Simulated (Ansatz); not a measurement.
Geometry optimisation, Ansatz 0.2.0, RKS r2SCAN/def2-SVP.

The input (input.yaml):

```yaml
crystal:
  periodic: [false, false, false]
  atoms:
    - { symbol: O, position_ang: [-1.1133, 0.1458, -2.1669] }
    - { symbol: B, position_ang: [0.0857, 0.4396, -1.4708] }
    - { symbol: S, position_ang: [0.9107, -0.9555, -0.547] }
    - { symbol: C, position_ang: [0.1645, -0.6226, 1.045] }
    - { symbol: O, position_ang: [0.5021, 0.5865, 1.5682] }
    - { symbol: H, position_ang: [-1.8692, 0.3969, -1.5134] }
    - { symbol: H, position_ang: [0.5992, 1.5225, -1.484] }
    - { symbol: H, position_ang: [-0.9706, -0.602, 0.8871] }
    - { symbol: H, position_ang: [0.3248, -1.4397, 1.802] }
    - { symbol: H, position_ang: [1.4491, 0.4774, 1.8827] }
basis:
  gaussian: { orbitals: def2-SVP }
hamiltonian:
  xc: r2scan
relax:
  f_tol: 0.02
  max_steps: 50
output:
  orbitals: {}
```

Launched with:

```bash
$ ansatz run input.yaml --threads 2 --pin off --max-ram 3072MiB --backend cpu --events-out ev --progress --plain --runs-dir out
```

Problem. Where does it end, and by what steps?

Solution. The run converged. After 16 steps the energy has fallen by 1.581 eV; H7 moved furthest, 1.39 Å.

```
step  energy less start (eV)  largest force component (eV/Å)  accepted
   0                  0.0000                           2.748       yes
   1                 -0.3669                           2.067       yes
   2                 -0.6198                           1.804       yes
   3                 -0.8905                           2.241       yes
   4                 -1.1446                           0.286       yes
   5                 -1.2330                           0.322       yes
   6                 -1.3175                           0.615       yes
   7                 -1.3878                           0.592       yes
   8                 -1.4823                           0.358       yes
   9                 -1.5438                           0.176       yes
  10                 -1.5628                           0.403       yes
  11                 -1.5739                           0.333       yes
  12                 -1.5752                           0.257       yes
  13                 -1.5773                           0.168       yes
  14                 -1.5804                           0.038       yes
  15                 -1.5807                           0.024       yes
  16                 -1.5808                           0.012       yes
```

```xyz
10
Properties=species:S:1:pos:R:3
O -1.182 0.611 -1.116
B 0.089 0.367 -1.523
S 1.223 -0.541 -0.451
C 0.197 -0.742 1.087
O 0.105 0.407 1.859
H -1.699 1.091 -1.773
H 0.507 0.712 -2.605
H -0.821 -1.017 0.781
H 0.664 -1.594 1.616
H 1.000 0.656 2.128
```

The run took 53 s on 2 threads of Intel(R) Xeon(R) Platinum 8259CL CPU @ 2.50GHz (Skylake/Cascade Lake), on a shared host, peak memory 0.19 GiB.
